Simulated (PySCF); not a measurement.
Cartesian coordinates in Å; atom numbers follow the order of the lines, from 1:
```xyz
17

C     3.343   -0.495   -0.251
N     2.137   -0.614    0.050
Si    0.736    0.323   -0.292
C    -0.721   -0.830   -0.705
C    -1.503   -0.288    0.501
C    -2.408    0.834    0.123
O    -2.296    1.512   -0.862
C    -0.342    0.379    1.284
H     3.758    0.321   -0.847
H     4.052   -1.243    0.094
H     0.820    1.575   -1.039
H    -1.242   -0.678   -1.646
H    -0.503   -1.889   -0.595
H    -2.048   -1.037    1.080
H    -3.191    1.058    0.878
H     0.000   -0.261    2.093
H    -0.600    1.348    1.704
```

Computational details: NMR shieldings at PBE0/pcSseg-1/GIAO, geometry from GFN2-xTB, in PySCF 2.14.0 with density-fitted response routines (no solvent model, equivalent nuclei averaged, one computed conformer, no relativistic terms).

References, each an isolated molecule treated in the same way: 13C (186.93 ppm), 1H (31.72 ppm), 29Si (349.16 ppm) vs TMS; 15N (267.73 ppm) vs NH3; H2O for 17O (336.08 ppm).

```csv
atoms,nucleus,count,Hirshfeld charge,δ (ppm)
C4/C8,13C,2,-0.17,?
Si3,29Si,1,0.40,-13.4
H9,1H,1,0.05,8.72
C1,13C,1,0.03,173.7
C6,13C,1,0.14,210.3
H12/H17,1H,2,0.03,1.52
H15,1H,1,0.04,10.38
C5,13C,1,-0.04,44.5
H10,1H,1,0.05,?
O7,17O,1,-0.22,645.1
H14,1H,1,0.04,3.39
H13/H16,1H,2,0.04,?
H11,1H,1,-0.07,?
N2,15N,1,-0.23,428.7
```

Complete the table.

Answers


- C4/C8: 16.8 ppm, sp3 CH2 bonded to Si
- H10: 8.68 ppm, hydrogen on a C=N carbon
- H11: 5.62 ppm, hydrogen on a silicon bonded to 2 C, N, in a 4-membered ring
- H13/H16: 1.76 ppm, hydrogen on an sp3 CH2 bonded to Si

Shifts are as computed. Against solution values, carbons near 30 ppm lie about +3 ppm off and those near 130 ppm about +5 ppm. Of 1309 compounds with measured shifts, 239 miss one by over three times the rms of a fit or turn the order of signals round; such compounds aren't used in these exercises. Unscaled 17O shifts of doubly bonded oxygen tend to come out too high, by tens of ppm or more. Experimental scales use liquid or dissolved standards, which lie at an offset from isolated NH3 (liquid NH3: subtract about 20 ppm) and H2O (liquid H2O: subtract about 36 ppm). Unscaled 15N shifts of sp2 nitrogen come out 20 to 40 ppm too high even then.
